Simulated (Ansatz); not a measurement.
Input for Ansatz (development build ahead of 0.2.0):

```yaml
crystal:
  periodic: [false, false, false]
  atoms:
    - { symbol: Ru, position_ang: [0.0, 0.0, 0.0] }
    - { symbol: "N", position_ang: [0.0, 0.0, 1.57] }
basis:
  gaussian: { orbitals: def2-SVP }
magnetization:
  initial_magnetization: 1
hamiltonian:
  xc: hf
scf:
  omitted_lower_state_checks: [starts, atomic_configurations, cluster_reference, orbital_swaps, given_window_search, neighbouring_geometries, increment]
```

The input is written out in the form of the current development build from the run's settings. The basis set brings a core potential for Ru, so the total leaves out those core electrons.

The run gave:

```yaml
Converged: yes
Total_energy: -148.34238 hartree
Spin_squared_of_the_determinant: 0.750
Stability_test: minimum among restricted orbitals
```

Caution: another spin multiplicity may lie lower; an unrestricted determinant lies well below; no wide search was run, a lower solution can exist.
